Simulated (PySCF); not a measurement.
Gas-phase equilibrium of 1 mol HF, 0.29 mol H₂O at 1800 K and 1.01 bar, among 15 species (O₂, F₂, O, F, HO₂, HOF, H₂O, H, FO, H₂O₂, O₃, HF, H₂, F₂O, OH). Only gases are allowed; each row takes one source of thermochemistry for all species, and Cantera finds the minimum.

Method: PySCF energies plus ideal-gas RRHO corrections (1 bar). 'Table' is the NASA 1993 thermochemical table (part measured, part estimated). † marks an energy on the PBE0/def2-TZVP geometry and frequencies; other levels use their own. MP2 freezes the core. 6-31G* has spherical d functions here. Open shells (unrestricted) among the columns below: O (multiplicity 3, electronic degeneracy 9), F (multiplicity 2, electronic degeneracy 6), H (multiplicity 2), OH (multiplicity 2, electronic degeneracy 4); the rest are closed-shell singlets. Spin-orbit splitting is ignored; it lowers the true energy and changes the entropy of O, F, OH. B3LYP is the form with VWN-RPA correlation. MP2 isn't extrapolated to the basis-set limit. The harmonic model lacks anharmonicity and excited electronic states, which grow with temperature; levels with a mode under 35 cm⁻¹ are left out. The table's entry may be an old estimate for OH (not checked at source).

Molecules larger than those listed are left out. Also missing: (HF)n, which can matter at low temperature or high pressure. Table species left out: FO2, H2F2, H3F3, H4F4.

With table thermochemistry: HF 0.77, H₂O 0.22, H₂ 0.00069, O 2.1e-6, OH 0.00020, F 1.7e-6, H 9.4e-6.

**Question.** How far does the composition move with the other sources (B3LYP/def2-TZVP†, HF/6-31G*, MP2/def2-TZVPP†, PBE0/def2-QZVP†, r2SCAN/def2-TZVP†, ωB97X-V/def2-TZVP†)?

**Answer.** 
| thermochemistry | x HF | x H₂O | x H₂ | x O | x OH | x F | x H |
|---|---|---|---|---|---|---|---|
| table | 0.77 | 0.22 | 0.00069 | 2.1e-6 | 0.00020 | 1.7e-6 | 9.4e-6 |
| B3LYP/def2-TZVP† | 0.77 | 0.22 | 0.0026 | 3.0e-6 | 0.00048 | 3.5e-6 | 1.8e-5 |
| HF/6-31G* | 0.67 | 0.062 | 0.12 | 0.11 | 0.026 | 0.0092 | 0.0067 |
| MP2/def2-TZVPP† | 0.77 | 0.22 | 0.00056 | 1.1e-6 | 9.5e-5 | 7.1e-7 | 2.0e-5 |
| PBE0/def2-QZVP† | 0.77 | 0.22 | 0.0011 | 1.7e-6 | 0.00031 | 2.6e-6 | 2.5e-5 |
| r2SCAN/def2-TZVP† | 0.77 | 0.22 | 0.0032 | 1.4e-6 | 0.00042 | 2.7e-6 | 2.8e-5 |
| ωB97X-V/def2-TZVP† | 0.77 | 0.22 | 0.0024 | 1.9e-6 | 0.00032 | 3.0e-6 | 2.4e-5 |
The most sensitive of these is O: it spans a factor of 10^5.0 over these rows; at this temperature one factor of ten is RT ln 10 = 34 kJ/mol.
